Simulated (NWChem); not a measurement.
System: C3H5N2 cation; SMILES c1[nH+]c[nH]c1

Here is an NWChem input.

```
start job
memory heap 200 mb stack 900 mb global 1100 mb
charge 1
geometry units angstroms noautosym nocenter noautoz
  C     -0.681970     0.000000    -0.974087
  C      0.681970     0.000000    -0.974087
  N      1.069995     0.000000     0.343780
  C      0.000000     0.000000     1.133485
  N     -1.069995     0.000000     0.343780
  H     -1.393548     0.000000    -1.796260
  H      1.393548     0.000000    -1.796260
  H      2.031643     0.000000     0.677260
  H      0.000000     0.000000     2.222287
  H     -2.031643     0.000000     0.677260
end
basis spherical
  * library pcsseg-1
end
dft
  xc xpbe96 cpbe96
  iterations 150
end
property
  shielding 6 1 3 4 6 8 9
end
task dft property
```

NWChem printed, in part:

```
             Northwest Computational Chemistry Package (NWChem) 7.3.0
             --------------------------------------------------------

                             Geometry "geometry" -> ""
                             -------------------------

 Output coordinates in angstroms (scale by  1.889725989 to convert to a.u.)

  No.       Tag          Charge          X              Y              Z
 ---- ---------------- ---------- -------------- -------------- --------------
    1 C                    6.0000    -0.68197000     0.00000000    -0.97408700
    2 C                    6.0000     0.68197000     0.00000000    -0.97408700
    3 N                    7.0000     1.06999500     0.00000000     0.34378000
    4 C                    6.0000     0.00000000     0.00000000     1.13348500
    5 N                    7.0000    -1.06999500     0.00000000     0.34378000
    6 H                    1.0000    -1.39354800     0.00000000    -1.79626000
    7 H                    1.0000     1.39354800     0.00000000    -1.79626000
    8 H                    1.0000     2.03164300     0.00000000     0.67726000
    9 H                    1.0000     0.00000000     0.00000000     2.22228700
   10 H                    1.0000    -2.03164300     0.00000000     0.67726000

 Effective nuclear repulsion energy (a.u.)     173.2903739417

  pbe96 is a nonlocal functional; adding pw91lda local functional.
                              NWChem Property Module
                              ----------------------

  itol2e modified to match energy
  convergence criterion.

                                 NWChem DFT Module
                                 -----------------

 Summary of "ao basis" -> "ao basis" (spherical)
 ------------------------------------------------------------------------------
       Tag                 Description            Shells   Functions and Types
 ---------------- ------------------------------  ------  ---------------------
 C                          pcsseg-1                 7       17   3s3p1d
 N                          pcsseg-1                 7       17   3s3p1d
 H                          pcsseg-1                 3        5   2s1p

  itol2e modified to match energy
  convergence criterion.

            General Information
            -------------------
          SCF calculation type: DFT
          Wavefunction type:  closed shell.
          No. of atoms     :    10
          No. of electrons :    36
           Alpha electrons :    18
            Beta electrons :    18
          Charge           :     1
          Spin multiplicity:     1
          Use of symmetry is: off; symmetry adaption is: off
          Maximum number of iterations: 150
          AO basis - number of functions:   110
                     number of shells:    50
          Convergence on energy requested:  1.00D-07
          Convergence on density requested:  1.00D-05
          Convergence on gradient requested:  5.00D-04

              XC Information
              --------------
          PerdewBurkeErnzerhof Exchange Functional  1.000
            Perdew 1991 LDA Correlation Functional  1.000 local
           PerdewBurkeErnz. Correlation Functional  1.000 non-local

             Grid Information
             ----------------
          Grid used for XC integration:  fine
          Radial quadrature: Mura-Knowles
          Angular quadrature: Lebedev.
          Tag              B.-S. Rad. Rad. Pts. Rad. Cut. Ang. Pts.
          ---              ---------- --------- --------- ---------
          C                   0.70       70          10.0       590
          N                   0.65       70          10.0       590
          H                   0.35       60          12.0       590
          Grid pruning is: on
          Number of quadrature shells:   650
          Spatial weights used:  Erf1

      Superposition of Atomic Density Guess
      -------------------------------------

 Sum of atomic energies:        -224.02531724

 Renormalizing density from      37.00 to     36

      Non-variational initial energy
      ------------------------------

 Total energy =    -223.379426
 1-e energy   =    -626.730869
 2-e energy   =     230.061069
 HOMO         =      -0.584714
 LUMO         =      -0.293274

   convergence    iter        energy       DeltaE   RMS-Dens  Diis-err
 ---------------- ----- ----------------- --------- --------- ---------
 d= 0,ls=0.0,diis     1   -226.1887991387 -3.99D+02  1.03D-02  1.11D+00
 d= 0,ls=0.0,diis     2   -226.1026088418  8.62D-02  7.39D-03  1.69D+00
 d= 0,ls=0.0,diis     3   -226.2745159083 -1.72D-01  2.80D-03  1.81D-01
 d= 0,ls=0.0,diis     4   -226.2900811697 -1.56D-02  1.20D-03  5.03D-02
 d= 0,ls=0.0,diis     5   -226.2962103785 -6.13D-03  2.69D-04  1.65D-03
  Resetting Diis
 d= 0,ls=0.0,diis     6   -226.2963823094 -1.72D-04  7.40D-05  2.59D-04
 d= 0,ls=0.0,diis     7   -226.2964129474 -3.06D-05  2.05D-05  2.67D-06
 d= 0,ls=0.0,diis     8   -226.2964124591  4.88D-07  1.44D-05  6.47D-06
 d= 0,ls=0.0,diis     9   -226.2964132331 -7.74D-07  3.97D-06  4.81D-07
 d= 0,ls=0.0,diis    10   -226.2964132915 -5.83D-08  9.36D-07  2.80D-08

         Total DFT energy =     -226.296413291454
      One electron energy =     -639.431863688878
           Coulomb energy =      271.277007125441
    Exchange-Corr. energy =      -31.431930669738
 Nuclear repulsion energy =      173.290373941722

 Numeric. integr. density =       36.000001512388

                       DFT Final Molecular Orbital Analysis
                       ------------------------------------

 Vector   16  Occ=2.000000D+00  E=-5.983088D-01
              MO Center=  1.8D-09,  2.1D-12, -9.5D-01, r^2= 2.3D+00
   Bfn.  Coefficient  Atom+Function         Bfn.  Coefficient  Atom+Function
  ----- ------------  ---------------      ----- ------------  ---------------
     7      0.281016   1 C  px               24     -0.281016   2 C  px
    86     -0.245251   6 H  s                91     -0.245251   7 H  s
     4      0.146994   1 C  px               21     -0.146994   2 C  px
    54     -0.140710   4 C  s                96      0.119689   8 H  s
   106      0.119689  10 H  s                10      0.118406   1 C  px

 Vector   17  Occ=2.000000D+00  E=-5.102785D-01
              MO Center= -4.9D-10,  8.7D-11,  2.0D-01, r^2= 2.0D+00
   Bfn.  Coefficient  Atom+Function         Bfn.  Coefficient  Atom+Function
  ----- ------------  ---------------      ----- ------------  ---------------
    42      0.332138   3 N  py               76     -0.332138   5 N  py
    45      0.309852   3 N  py               79     -0.309852   5 N  py
    39      0.161903   3 N  py               73     -0.161903   5 N  py
     8     -0.121126   1 C  py               25      0.121126   2 C  py
    11     -0.072701   1 C  py               28      0.072701   2 C  py

 Vector   18  Occ=2.000000D+00  E=-4.378960D-01
              MO Center=  7.0D-12, -2.0D-10, -3.9D-01, r^2= 2.3D+00
   Bfn.  Coefficient  Atom+Function         Bfn.  Coefficient  Atom+Function
  ----- ------------  ---------------      ----- ------------  ---------------
     8      0.301126   1 C  py               25      0.301126   2 C  py
    59     -0.275985   4 C  py               11      0.231808   1 C  py
    28      0.231808   2 C  py               62     -0.230624   4 C  py
     5      0.137558   1 C  py               22      0.137558   2 C  py
    56     -0.126665   4 C  py               42     -0.071198   3 N  py

 Vector   19  Occ=0.000000D+00  E=-2.483963D-01
              MO Center=  2.6D-10,  1.6D-10,  6.5D-01, r^2= 2.2D+00
   Bfn.  Coefficient  Atom+Function         Bfn.  Coefficient  Atom+Function
  ----- ------------  ---------------      ----- ------------  ---------------
    62      0.590500   4 C  py               45     -0.430890   3 N  py
    79     -0.430890   5 N  py               59      0.411418   4 C  py
    42     -0.262172   3 N  py               76     -0.262172   5 N  py
    56      0.183550   4 C  py               11      0.147873   1 C  py
    28      0.147873   2 C  py               39     -0.135179   3 N  py

 Vector   20  Occ=0.000000D+00  E=-2.095351D-01
              MO Center= -5.0D-10, -4.3D-12, -8.5D-01, r^2= 2.2D+00
   Bfn.  Coefficient  Atom+Function         Bfn.  Coefficient  Atom+Function
  ----- ------------  ---------------      ----- ------------  ---------------
    11      0.650900   1 C  py               28     -0.650900   2 C  py
     8      0.367934   1 C  py               25     -0.367934   2 C  py
    45      0.274492   3 N  py               79     -0.274492   5 N  py
     5      0.171170   1 C  py               22     -0.171170   2 C  py
    42      0.149879   3 N  py               76     -0.149879   5 N  py

 Vector   21  Occ=0.000000D+00  E=-1.726523D-01
              MO Center= -1.6D-08,  1.3D-10,  6.1D-01, r^2= 7.5D+00
   Bfn.  Coefficient  Atom+Function         Bfn.  Coefficient  Atom+Function
  ----- ------------  ---------------      ----- ------------  ---------------
    97      0.799050   8 H  s               107      0.799050  10 H  s
    54     -0.575727   4 C  s                37     -0.488705   3 N  s
    71     -0.488705   5 N  s               102      0.487148   9 H  s
    87      0.352276   6 H  s                92      0.352276   7 H  s
     3     -0.282266   1 C  s                20     -0.282266   2 C  s

     Multipole analysis of the density
     ---------------------------------

     L   x y z        total         alpha         beta         nuclear
     -   - - -        -----         -----         ----         -------
     0   0 0 0      1.000000    -18.000000    -18.000000     37.000000

     1   1 0 0     -0.000000     -0.000000     -0.000000      0.000000
     1   0 1 0      0.000000      0.000000      0.000000      0.000000
     1   0 0 1      0.531553      0.351690      0.351690     -0.171827

     2   2 0 0     -9.636139    -65.077183    -65.077183    120.518227
     2   1 1 0     -0.000000     -0.000000     -0.000000      0.000000
     2   1 0 1     -0.000000     -0.000000     -0.000000      0.000000
     2   0 2 0    -22.396698    -11.198349    -11.198349      0.000000
     2   0 1 1      0.000000      0.000000      0.000000      0.000000
     2   0 0 2    -12.523635    -65.288801    -65.288801    118.053967

          -----------------------------------------
          Chemical Shielding Tensors (GIAO, in ppm)
          -----------------------------------------

                                NWChem CPHF Module
                                ------------------

  scftype          =     RHF
  nclosed          =       18
  nopen            =        0
  variables        =     1656
  # of vectors     =        3
  tolerance        = 0.10D-03
  level shift      = 0.00D+00
  max iterations   =       50
  max subspace     =       30

 SCF residual:    4.0313137857632704E-005

Iterative solution of linear equations
  No. of variables     1656
  No. of equations        3
  Maximum subspace       30
        Iterations       50
       Convergence  1.0D-04

   iter   nsub   residual    time
   ----  ------  --------  ---------
     1      3    2.30D-05      38.2

      Atom:    1  C
        Diamagnetic
    257.8339     -0.0000     -4.1463
     -0.0000    232.3692     -0.0000
     -4.1463     -0.0000    262.6041

        Paramagnetic
   -213.4728      0.0000     -3.3089
      0.0000    -92.5913      0.0000
     -3.3089      0.0000   -282.9636

        Total Shielding Tensor
     44.3611     -0.0000     -7.4552
     -0.0000    139.7778      0.0000
     -7.4552      0.0000    -20.3594

           isotropic =      54.5932
          anisotropy =     127.7770

          Principal Components and Axis System
                 1           2           3
              139.7778     45.2087    -21.2071

      1        -0.0000      0.9936      0.1130
      2         1.0000      0.0000     -0.0000
      3         0.0000     -0.1130      0.9936

      Atom:    2  N
        Diamagnetic
    329.9088     -0.0000     -0.8756
     -0.0000    305.8904      0.0000
     -0.8756      0.0000    332.2801

        Paramagnetic
   -351.2174     -0.0000    -37.3744
     -0.0000   -123.8613     -0.0000
    -37.3744     -0.0000   -289.1286

        Total Shielding Tensor
    -21.3086     -0.0000    -38.2500
     -0.0000    182.0291     -0.0000
    -38.2500     -0.0000     43.1515

           isotropic =      67.9573
          anisotropy =     171.1077

          Principal Components and Axis System
                 1           2           3
              182.0291     60.9398    -39.0970

      1        -0.0000     -0.4217      0.9067
      2         1.0000      0.0000      0.0000
      3        -0.0000      0.9067      0.4217

      Atom:    3  C
        Diamagnetic
    264.5181      0.0000     -0.0000
      0.0000    229.4391      0.0000
     -0.0000      0.0000    255.7257

        Paramagnetic
   -244.3660      0.0000      0.0000
      0.0000    -99.7864      0.0000
      0.0000      0.0000   -257.2650

        Total Shielding Tensor
     20.1521      0.0000      0.0000
      0.0000    129.6526      0.0000
      0.0000      0.0000     -1.5393

           isotropic =      49.4218
          anisotropy =     120.3463

          Principal Components and Axis System
                 1           2           3
              129.6526     20.1521     -1.5393

      1         0.0000      1.0000     -0.0000
      2         1.0000     -0.0000     -0.0000
      3         0.0000      0.0000      1.0000

      Atom:    4  H
        Diamagnetic
     29.4185     -0.0000      8.0406
     -0.0000     20.0540     -0.0000
      8.0406     -0.0000     34.5350

        Paramagnetic
     -4.5998      0.0000     -7.4515
      0.0000      0.1661      0.0000
     -7.4515      0.0000     -9.1359

        Total Shielding Tensor
     24.8188      0.0000      0.5892
      0.0000     20.2202     -0.0000
      0.5892     -0.0000     25.3992

           isotropic =      23.4794
          anisotropy =       3.4295

          Principal Components and Axis System
                 1           2           3
               25.7657     24.4522     20.2202

      1         0.5283      0.8491     -0.0000
      2         0.0000      0.0000      1.0000
      3         0.8491     -0.5283      0.0000

      Atom:    5  H
        Diamagnetic
     41.9057     -0.0000      5.8847
     -0.0000     20.1039      0.0000
      5.8847      0.0000     25.8851

        Paramagnetic
    -15.5608     -0.0000     -4.4140
     -0.0000     -3.6937     -0.0000
     -4.4140     -0.0000     -3.4543

        Total Shielding Tensor
     26.3449     -0.0000      1.4707
     -0.0000     16.4102     -0.0000
      1.4707     -0.0000     22.4308

           isotropic =      21.7286
          anisotropy =       7.6610

          Principal Components and Axis System
                 1           2           3
               26.8360     21.9397     16.4102

      1         0.9485     -0.3167      0.0000
      2        -0.0000      0.0000      1.0000
      3         0.3167      0.9485     -0.0000

      Atom:    6  H
        Diamagnetic
     23.1541     -0.0000     -0.0000
     -0.0000     18.5720      0.0000
     -0.0000      0.0000     39.9561

        Paramagnetic
      0.6887     -0.0000      0.0000
     -0.0000      0.6295     -0.0000
      0.0000     -0.0000    -13.7178

        Total Shielding Tensor
     23.8428     -0.0000      0.0000
     -0.0000     19.2015      0.0000
      0.0000      0.0000     26.2384

           isotropic =      23.0942
          anisotropy =       4.7163

          Principal Components and Axis System
                 1           2           3
               26.2384     23.8428     19.2015

      1         0.0000      1.0000      0.0000
      2         0.0000     -0.0000      1.0000
      3         1.0000     -0.0000     -0.0000
```

Level: PBE/pcSseg-1, GIAO. The geometry was optimised at PBE0/def2-SVP. The output numbers the shielded atoms by their place in the input's list. The printed shielding anisotropy is the first printed principal value minus the mean of the other two.
